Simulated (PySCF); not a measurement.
C5H6Se, SMILES C1(=C[Se]C1)C=C.

Geometry: B3LYP-D3(BJ)/def2-SVP. This is a generated structure with no PubChem entry under its InChIKey; it may be hypothetical. Other conformers were not sampled.

Vertical ionisation energy (IE) and electron affinity (EA) in eV. Rows of orbital energies are one-electron estimates. Where ΔSCF, EOM or ADC give a negative EA the extra electron is unbound and the value depends on the basis.

| level | IE | EA |
|---|---|---|
| −ε(HOMO), −ε(LUMO), r2SCAN/def2-TZVP (PySCF) | 5.05 | 1.78 |
| −ε(HOMO), −ε(LUMO), PBE/def2-TZVP (PySCF) | 4.89 | 1.90 |
